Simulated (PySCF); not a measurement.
**From computed data to an observable: chemical shift, span and skew from a shielding tensor**

C2H8O2Si, SMILES CO[Si@@H](C)O. Atoms are numbered in the order given.

```xyz
13

C      1.3277    -0.8288     1.3692
O      1.2756    -0.1107     0.1689
Si    -0.1336     0.3564    -0.5826
C     -1.2696    -1.0818    -0.8913
O     -0.9982     1.4165     0.3690
H      0.7439    -0.3423     2.1717
H      0.9485    -1.8610     1.2522
H      2.3751    -0.8929     1.7024
H      0.3397     1.0128    -1.8319
H     -2.1523    -0.7626    -1.4660
H     -0.7554    -1.8730    -1.4581
H     -1.6261    -1.5104     0.0583
H     -0.5711     2.2572     0.5576
```
Charge 0, spin multiplicity 1.

Geometry optimised at PBE0-D3(BJ)/def2-SVP. The structure was generated by enumeration; whether it is a known compound was not checked. The values are those of a single conformer.

GIAO shieldings from PySCF with HF/pcSseg-1, non-relativistic, no solvent. The symmetric part of the tensor of Si3 has the principal values 386.4, 400.5, 444.2 ppm. The same nucleus in TMS has σ = 393.8 ppm at this level (PySCF, at its B3LYP-D3(BJ)/def2-TZVP geometry).

### Question
Work out the isotropic shielding, the ²⁹Si shift against TMS, the span and the skew.

### Answer

σ(iso) = (σ11 + σ22 + σ33)/3 = 410.4 ppm. δ = σ(ref) − σ(iso) = 393.8 − (410.4) = -16.6 ppm.
Span Ω = σ33 − σ11 = 57.8 ppm. Skew κ = 3(σ(iso) − σ22)/Ω = 0.51. Tumbling in solution averages the tensor to δ; in a static solid the shielding alone would spread this spin-1/2 line over Ω.
